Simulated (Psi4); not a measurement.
C3H12Si3, charge -1, doublet, geometry from GFN2-xTB (a state made from the parent by changing its charge; the spin is typed, not shown lowest) (a gas-phase anion, which may not be bound at this level), with bond 15-5 at 1.8 times its length; HF/STO-3G (Psi4).

Here is a job for Psi4.
```
memory 2 GB

molecule mol {
-1 2
C    -0.697437    1.269766   -0.973738
Si    1.127880    1.478416   -0.408516
C     1.825189   -0.287184   -0.266491
Si    0.744436   -1.489288    0.724240
C    -1.090435   -1.494922    0.246912
Si   -1.885971    0.229989    0.122184
H    -0.687885    0.821418   -1.974188
H    -1.133736    2.265025   -1.110221
H     2.013091    2.228958   -1.339836
H     1.095577    2.304448    0.817395
H     2.003322   -0.670773   -1.274576
H     2.805548   -0.260010    0.214229
H     1.357144   -2.792929    1.137107
H     0.709458   -0.817966    2.104824
H    -2.040823   -2.570655    1.590290
H    -1.239512   -2.014050   -0.703555
H    -2.074598    0.991268    1.375622
H    -3.262708    0.043566   -0.410837
}

set {
  basis sto-3g
  reference uhf
  stability_analysis follow
  scf_type pk
}

energy('scf')
print_variables()
```

Problem. What does Psi4 print? Leave out banner, timings and long lists.

Solution. 
```
   => Loading Basis Set <=

    Name: STO-3G
    Role: ORBITAL
    Keyword: BASIS

         ---------------------------------------------------------
                                   SCF
               by Justin Turney, Rob Parrish, Andy Simmonett
                          and Daniel G. A. Smith
                              UHF Reference
         ---------------------------------------------------------

  ==> Geometry <==

    Molecular point group: c1
    Full point group: C1

    Geometry (in Angstrom), charge = -1, multiplicity = 2:

       Center              X                  Y                   Z               Mass
    ------------   -----------------  -----------------  -----------------  -----------------
         C           -0.694461008873     1.273502050383    -0.979502872115    12.000000000000
         SI           1.130855991127     1.482152050383    -0.414280872115    27.976926534650
         C            1.828164991127    -0.283447949617    -0.272255872115    12.000000000000
         SI           0.747411991127    -1.485551949617     0.718475127885    27.976926534650
         C           -1.087459008873    -1.491185949617     0.241147127885    12.000000000000
         SI          -1.882995008873     0.233725050383     0.116419127885    27.976926534650
         H           -0.684909008873     0.825154050383    -1.979952872115     1.007825032230
         H           -1.130760008873     2.268761050383    -1.115985872115     1.007825032230
         H            2.016066991127     2.232694050383    -1.345600872115     1.007825032230
         H            1.098552991127     2.308184050383     0.811630127885     1.007825032230
         H            2.006297991127    -0.667036949617    -1.280340872115     1.007825032230
         H            2.808523991127    -0.256273949617     0.208464127885     1.007825032230
         H            1.360119991127    -2.789192949617     1.131342127885     1.007825032230
         H            0.712433991127    -0.814229949617     2.099059127885     1.007825032230
         H           -2.037847008873    -2.566918949617     1.584525127885     1.007825032230
         H           -1.236536008873    -2.010313949617    -0.709319872115     1.007825032230
         H           -2.071622008873     0.995004050383     1.369857127885     1.007825032230
         H           -3.259732008873     0.047302050383    -0.416601872115     1.007825032230

  Running in c1 symmetry.

[...]
  Energy and wave function converged.

    Wavefunction stable under totally symmetric rotations.
    Lowest totally symmetric eigenvalue: 0.170802
    Lowest UHF->UHF stability eigenvalues:
       A 0.170802

    Stability analysis over.

  ==> Post-Iterations <==

   @Spin Contamination Metric:   2.115876394E-03
   @S^2 Expected:                7.500000000E-01
   @S^2 Observed:                7.521158764E-01
   @S   Expected:                5.000000000E-01
   @S   Observed:                5.000000000E-01

    Orbital Energies [Eh]
    ---------------------

    Alpha Occupied:

[...]
      37A      0.111650

    Alpha Virtual:

[...]
    Beta Occupied:

[...]
    Beta Virtual:

[...]
    Final Occupation by Irrep:
              A
    DOCC [    36 ]
    SOCC [     1 ]
    NA   [    37 ]
    NB   [    36 ]

  @UHF Final Energy:  -975.72201484394350

   => Energetics <=

    Nuclear Repulsion Energy =            440.2704587606476707
    One-Electron Energy =               -2246.4782256219496048
    Two-Electron Energy =                 830.4857520173584362
    Total Energy =                       -975.7220148439434979

  UHF NO Occupations:
  HONO-2 :   35  A 1.9997473
  HONO-1 :   36  A 1.9994144
  HONO-0 :   37  A 1.0000000
  LUNO+0 :   38  A 0.0005856
  LUNO+1 :   39  A 0.0002527
  LUNO+2 :   40  A 0.0001468
  LUNO+3 :   41  A 0.0000671

Computation Completed

Properties will be evaluated at   0.000000,   0.000000,   0.000000 [a0]

Properties computed using the SCF density matrix

 Multipole Moments:

 ------------------------------------------------------------------------------------
     Multipole            Electronic (a.u.)      Nuclear  (a.u.)        Total (a.u.)
 ------------------------------------------------------------------------------------

 L = 1.  Multiply by 2.5417464519 to convert [e a0] to [Debye]
 Dipole X            :          2.2068854           -0.3932872            1.8135982
 Dipole Y            :          2.6290559           -0.3951538            2.2339021
 Dipole Z            :         -1.8464406            0.3439173           -1.5025233
 Magnitude           :                                                    3.2460797

 ------------------------------------------------------------------------------------

  Variable Map:
  ----------------------------------------------------------------------------
[...]
  Array Variable Map:
  ----------------------------------------------------------------------------
[...]
[...]
```
